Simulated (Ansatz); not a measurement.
H8N2Si2Sn, SMILES `[NH2][Sn][N]([SiH3])[SiH3]`, charge 0, multiplicity 1.

Give a relaxed structure at PBE0-D4/def2-TZVP (the Gaussian-basis code of Ansatz). (Best estimate.)

Ansatz gave: 
Z-matrix (Å, degrees):
```
Si
N 1 1.726
H 1 1.489 2 112.2
H 1 1.491 2 111.7 3 -120.1
H 1 1.490 2 109.5 3 120.3
Sn 2 2.082 1 123.6 3 65.0
Si 2 1.726 1 118.9 3 -113.0
N 6 2.015 2 95.6 1 6.2
H 7 1.492 2 107.8 1 177.2
H 7 1.490 2 112.4 1 57.8
H 7 1.490 2 112.4 1 -63.5
H 8 1.009 6 128.0 2 7.0
H 8 1.008 6 121.1 2 -178.3
```
This is one stationary point; other conformers may exist.
